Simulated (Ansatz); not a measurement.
`C=C(O)B(O)O` + `CC[Te][SiH3]` → `CC[Te]B(O)O` + `C=C(O)[SiH3]`  (redistribution)

Gas-phase electronic energies from Ansatz, PBE0-D4/def2-TZVP geometries. CCSD(T)/CBS is the MP2 limit (def2-TZVPP, def2-QZVPP) plus CCSD(T) − MP2 in def2-TZVPP, frozen cores. Functionals use def2-TZVPP. B3LYP here is the variant with VWN-RPA as its local correlation; programs differ in this. def2 core potentials past Kr. For Te outer-core shells are correlated without core-valence functions, which leaves a few kJ/mol of doubt a bond. One conformer a species, not always the lowest.

```
             level  ΔE (kJ/mol)  difference from CCSD(T)/CBS
            PBE-D4         54.6                         -1.2
           ωB97X-V         56.4                          0.6
           ωB97M-V         56.2                          0.4
            r2SCAN         57.8                          2.0
             B3LYP         60.3                          4.5
    MP2/def2-TZVPP         53.1                         -2.7
SCS-MP2/def2-TZVPP         54.1                         -1.7
CCSD(T)/def2-TZVPP         53.9                         -1.9
     MP2/CBS(def2)         54.9                         -0.9
    CCSD/CBS(def2)         58.7                          2.9
       CCSD(T)/CBS         55.8                            0
```

Largest T1 diagnostic among the species: 0.013.

From PBE to PBE0 (25 % exact exchange), in def2-TZVPP and without D4, ΔE moves by +4.4 kJ/mol. In def2-TZVPP, CCSD(T) changes the Hartree–Fock value by −15.8 kJ/mol (the triples alone add −2.9 kJ/mol) and MP2 by −16.6 kJ/mol.
